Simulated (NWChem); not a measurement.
Molecule: C$_{2}$HF$_{3}$; SMILES FC=C(F)F

```xyz
6

F      0.0775    -1.8791     0.0000
C     -0.6283    -0.7549     0.0000
C     -0.0308     0.4329     0.0000
F      1.2619     0.6209     0.0000
F     -0.6969     1.5609     0.0000
H     -1.7135    -0.8582     0.0000
```
Atoms are numbered in this order, from 1.

Program: NWChem. Pople sets run with spherical d functions. The geometry was optimised at PBE0/def2-SVP. Level: PBE/6-31G* with SMD (1 M gas to 1 M solution), gas-phase geometry.

Problem. What does the run give for solvent n-hexane? Quantities: solvation free energy (kcal/mol); cavity-dispersion-structure term (kcal/mol); dipole in solution (D).

Solution. The solvation free energy (kcal/mol) comes out as 0.3 and the cavity-dispersion-structure term (kcal/mol) comes out as 1.0. The dipole in solution (D) is 1.05.
